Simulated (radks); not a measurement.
Problem. Numerical settings for neutral iodine, [Kr] 4d10 5s2 5p5. Method: Dirac Kohn-Sham, LDA (Slater exchange, Perdew-Wang correlation), spin-unpolarised, spherical densities, finite nucleus; open shells fill j = l - 1/2 first; Fermi nuclear charge, rms radius 4.75 fm; computed with a radial shooting solver on a logarithmic mesh with Libxc functionals. The defaults (mesh step 0.008 in ln r, mesh end at 40 bohr or more with all orbitals vanishing there, Anderson mixing 0.5 over 9 steps, residual threshold near 1e-9 with the energy settled to 1e-9 hartree or 1e-11 of itself, here a cap of 56 iterations) give E = -7113.0149 hartree and 5p3/2 at -6.875 eV in 13 iterations. Run on one thread of a shared host, so times are rough (Arm Neoverse N1): 0.16 s of CPU time, 0.16 s wall, 13 iterations on 2437 mesh points. One setting is changed at a time: mesh step in ln r 0.012; mesh step in ln r 0.05; mesh step in ln r 0.003; mesh end (bohr) 8; mesh end (bohr) 1; residual threshold 0.001; residual threshold 0.1; mixing 2.5; linear mixing, mixing 1; linear mixing, mixing 0.8; mixing history 20; iteration cap 5. Which runs fail to converge, and which converge to a wrong energy?

Solution. Not converged within the cap: linear mixing, mixing 1; iteration cap 5. Settled on a wrong energy, with an occupied level pushed above zero by the early mesh end: mesh end (bohr) 1 (+323 hartree). Apart from these: settings that end as converged yet miss the energy by more than 1 mhartree: mesh end (bohr) 8 (+0.00135 hartree).
